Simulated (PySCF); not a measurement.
Two species compared at the same levels of theory.

First species: C5H5NO2Si.
Cartesian coordinates in Å at the GFN2-xTB level; atoms count from 1:
```
atom  x, y, z in Å
C1     3.5855   -1.1529    0.6913
C2     2.6127   -0.4556    0.5907
C3     1.4641    0.3416    0.4691
N4     1.4091    1.6392    0.4735
C5     0.0944    1.9559    0.3301
C6    -0.6207    0.7944    0.2402
O7    -1.9068    0.5666    0.0955
Si8   -2.6255   -0.9174    0.0065
O9     0.2381   -0.2439    0.3278
H10    4.4459   -1.7457    0.7847
H11   -0.2449    2.9686    0.3001
H12   -3.9915   -0.4460   -0.1392
H13   -2.1013   -1.6434   -1.1483
H14   -2.3598   -1.6618    1.2356
```

Second species: 1-methoxypropane, C4H10O.
SMILES: `O(C)CCC`

Levels: CAM-B3LYP/def2-SVPD for dipole moment, HOMO energy, LUMO energy, HOMO–LUMO gap, static isotropic polarisability and electronic spatial extent ⟨r²⟩ about the centre of nuclear charge; TDDFT CAM-B3LYP/def2-SVPD for lowest singlet excitation; TDA CAM-B3LYP/def2-SVPD for lowest triplet excitation (Tamm–Dancoff); GFN2-xTB for rotational constant A and rotational constant C. Geometries: GFN2-xTB. Each structure is a single optimised conformer of the isolated species, non-relativistic unless stated. Electronic properties by PySCF.

The conformers computed, where there is a choice (atom-mapped SMILES and torsion angles):
- `[CH:1]#[C:2][c:3]1[n:4][cH:5][c:6]([O:7][SiH3:8])[o:9]1`: C5–C6–O7–Si8 180°
- `[CH3:1][CH2:2][CH2:3][O:4][CH3:5]`: C1–C2–C3–O4 180°, C2–C3–O4–C5 180°

(1) Which has the higher rotational constant A?

(2) Which of the two has the higher S1 energy, and by how much?

(3) Which of the two has the higher LUMO energy, and by how much?

(4) Which has the higher dipole moment?

(5) Which has the higher ⟨r²⟩?

(6) Which of the two has the higher HOMO energy, and by how much?

(7) Which of the two has the higher static isotropic polarisability, and by how much?

(8) Which has the higher T1 energy?

Answers

(1) The second: 20.068 GHz against 3.200 GHz, a difference of 16.868 GHz.

(2) The second: 7.16 eV against 4.93 eV, a difference of 2.23 eV.

(3) The second: 1.43 eV against -0.02 eV, a difference of 1.45 eV.

(4) The first: 2.73 D against 1.19 D, a difference of 1.54 D.

(5) The first: 1602 bohr² against 644 bohr², a difference of 958 bohr².

(6) The first: -7.68 eV against -8.86 eV, a difference of 1.18 eV.

(7) The first: 98.8 au against 56.6 au, a difference of 42.2 au.

(8) The second: 6.97 eV against 3.23 eV, a difference of 3.74 eV.

On the first: In wavenumbers S1 is 39800 cm⁻¹ (1 eV = 8065.54 cm⁻¹). S1 lies 2.73 eV below the HOMO–LUMO gap; its leading configuration is HOMO→LUMO, weight 0.94.

On the second: S1 lies 3.13 eV below the HOMO–LUMO gap; its leading configuration is HOMO→LUMO, weight 0.73.
